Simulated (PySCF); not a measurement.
PySCF 2.14 output of an unrestricted M06-L calculation on a single atom or ion in def2-TZVP with the def2 core potential (28 electrons), with a scalar-relativistic core potential:

```
SCF conv_tol = 1e-09
number electrons alpha = 9  beta = 6
    Y. Zhao and D. G. Truhlar.,  J. Chem. Phys. 125, 194101 (2006)
    Y. Zhao and D. G. Truhlar.,  J. Chem. Phys. 125, 194101 (2006)
    Y. Zhao and D. G. Truhlar.,  Theor. Chem. Acc. 120, 215 (2008)
cycle= 1 E= -109.633170372959  delta_E= -0.00339  |g|= 0.0129  |ddm|= 0.122
cycle= 2 E= -109.63318826849  delta_E= -1.79e-05  |g|= 0.0105  |ddm|= 0.0142
cycle= 3 E= -109.633220638612  delta_E= -3.24e-05  |g|= 0.000171  |ddm|= 0.00671
cycle= 4 E= -109.633220648468  delta_E= -9.86e-09  |g|= 8.86e-06  |ddm|= 0.000148
cycle= 5 E= -109.633220648512  delta_E= -4.4e-11  |g|= 1.28e-06  |ddm|= 1.29e-05
converged SCF energy = -109.633220648512  <S^2> = 3.7525305  2S+1 = 4.0012651
```

The run itself started from symmetry-adapted Hartree-Fock orbitals and held the occupation by maximum overlap, on a logarithmic radial grid, so the iterations belong to that start.

Question: Which element, charge and spin multiplicity is this?

Answer: Rh²⁺ (rhodium, charge +2), multiplicity 4; the state was [Kr] 4d7, high-spin 4F determinant.

Energies and moments cover only the electrons outside the core potential.
